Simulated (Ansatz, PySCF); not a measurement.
Torsion H3–Si1–S2–H4 in H2SSi (SMILES [SiH]S); at each angle all else is relaxed with GFN2-xTB, and the levels are single points there.
Geometry at 180° (charge 0, multiplicity 1):
```xyz
4

Si     0.9916     0.6971    -0.4429
S     -0.9870     0.4653     0.4142
H      1.4963    -0.5077     0.2472
H     -1.5323     1.5298    -0.1608
```

Quantity: the energy at 90° less that at 180°.

On the grid 0° to 330°, 90° is the highest and 180° the lowest point at CCSD(T)/CBS(cc-pV(T+d)Z, cc-pV(Q+d)Z).

Frozen-core correlation. CBS: X⁻³ extrapolation of the correlation energy, Hartree–Fock from the larger set.

Programs: Ansatz (Gaussian orbitals); PySCF for the dispersion terms. Each number belongs to the level named beside it.

Costs are ratios of core time to PBE/def2-TZVPP (roughly 2.5 s), for whole runs (searches for the state included, and forces where a run took them) on one shared machine, so rough; each difference counts from 73.8 kJ/mol (CCSD(T)/CBS(cc-pV(T+d)Z, cc-pV(Q+d)Z), a level with limits of its own).

| level | basis functions | cost |
|---|---|---|
| SVWN5/def2-TZVPP | 112 | ×0.6 |
| BLYP/def2-TZVPP | 112 | ×0.8 |
| B3LYP/def2-TZVPP | 112 | ×0.9 |
| CCSD(T)/cc-pV(D+d)Z | 56 | ×0.9 |
| PBE/def2-TZVPP | 112 | ×1 |
| PBE0/def2-TZVPP | 112 | ×1 |
| r2SCAN/def2-TZVPP | 112 | ×1 |
| r2SCAN-D3(BJ)/def2-TZVPP | 112 | ×1 |
| wB97X-V/def2-TZVPP | 112 | ×3 |
| wB97M-V/def2-TZVPP | 112 | ×3 |
| CCSD(T)/cc-pV(T+d)Z | 106 | ×3 |
| CCSD(T)/cc-pV(Q+d)Z | 188 | ×20 |

Q: Which is the cheapest listed level whose difference stays within 1.0 kJ/mol?

A: wB97X-V/def2-TZVPP (0.7 kJ/mol, cost ×3).

Q: What does the step from CCSD(T)/cc-pV(T+d)Z to CCSD(T)/cc-pV(Q+d)Z cost and buy?

A: 106 to 188 functions, cost ×6 (rough); the difference goes from 1.3 to 0.4 kJ/mol.

Each difference (kJ/mol): SVWN5/def2-TZVPP 11.8; BLYP/def2-TZVPP 7.3; B3LYP/def2-TZVPP 4.4; CCSD(T)/cc-pV(D+d)Z 6.5; PBE/def2-TZVPP 9.0; PBE0/def2-TZVPP 5.1; r2SCAN/def2-TZVPP 9.9; r2SCAN-D3(BJ)/def2-TZVPP 9.9; wB97X-V/def2-TZVPP 0.7; wB97M-V/def2-TZVPP 1.7; CCSD(T)/cc-pV(T+d)Z 1.3; CCSD(T)/cc-pV(Q+d)Z 0.4.

Ansatz is a quantum-chemistry and plane-wave program.
